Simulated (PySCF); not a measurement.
Computed Raman spectrum (relative Raman activity) of a molecule C₄H₆F₂. Geometry: PBE0-D3(BJ)/def2-SVP. The values are those of a single conformer. Computed with PBE0-D3(BJ)/def2-SVP (PySCF). Harmonic, unscaled wavenumbers; measured fundamentals usually lie a few per cent lower.

Lines under 2 % of the strongest are left out, and lines within 2 cm⁻¹ are merged.

| ν (cm⁻¹) | relative intensity |
|---|---|
| 632 | 2.7 |
| 837 | 2.6 |
| 897 | 2.1 |
| 1058 | 2.1 |
| 1295 | 4.3 |
| 1459 | 8.8 |
| 1467 | 6.7 |
| 1853 | 12 |
| 3055 | 100 |
| 3121 | 39 |
| 3151 | 18 |
| 3156 | 28 |
| 3223 | 24 |

Question: Which molecule gave these data?
A. C=C(F)[C@H](C)F
B. C=CCC(F)F
C. CCC=C(F)F
D. FC(F)C1CC1

Answer: C, CCC=C(F)F
